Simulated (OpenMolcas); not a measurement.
## W4+: moving or changing the point charges

W4+ among 6 point charges of -1.5 e arranged as a tetragonal octahedron (D4h), 1.83 Å from the ion, with the axial distance 1.903 Å.

```json
{
  "Program": "OpenMolcas",
  "Method": "CASSCF",
  "Basis": "ANO-RCC-VDZP [7s6p4d2f1g]",
  "Scalar Hamiltonian": "DKH2, point nucleus",
  "Active space": "2 electrons in 5 orbitals (5d)",
  "State averaging": "2S+1 = 3 even, 10 roots; 2S+1 = 1 even, 15 roots",
  "Spin-orbit coupling": "RASSI with atomic mean-field integrals over the reference wave functions"
}
```

Runs around this geometry, states (labels of D4, the rotations of D4h). Energies in cm-1 above the lowest state or level, χT in cm3 K/mol.

| R (Å) | q (e) | Ground state | First state of that spin | First gap with spin-orbit (degeneracies) | χT at 300 K | First state of another spin |
| --- | --- | --- | --- | --- | --- | --- |
| 1.83 | -1.2 | 3A2 | 3E 931.4 | 541.4 (1, 1) | 0.045 | 1B2 10814 |
| 1.83 | -1.5 | 3A2 | 3E 1237 | 722.8 (1, 1) | 0.043 | 1B2 10458 |
| 1.98 | -1.5 | 3A2 | 3E 992.7 | 573.6 (1, 1) | 0.047 | 1B2 10862 |

Taking the first state of the same spin as R^-n, n = -ln(992.7 / 1237) / ln(1.98 / 1.83) = 2.8 between the shortest and longest distance.

Scaling the charges by -1.2 / -1.5 = 0.80 scales the first state of the same spin by 931.4 / 1237 = 0.75; with fixed orbitals a first-order splitting would follow the charge.

Without dynamic correlation the repulsion within the d shell is too large (B by tens of per cent), so at a given field states of lower spin stand too high. Spin-orbit coupling mixes the spin-free states strongly: the lowest level takes only 60 % from its leading state, 3A2 (figures for R = 1.83, q = -1.2; the like holds for R = 1.83, q = -1.5, R = 1.98, q = -1.5). This is an electrostatic model: the charges have no orbitals. No measured value stands beside these numbers.
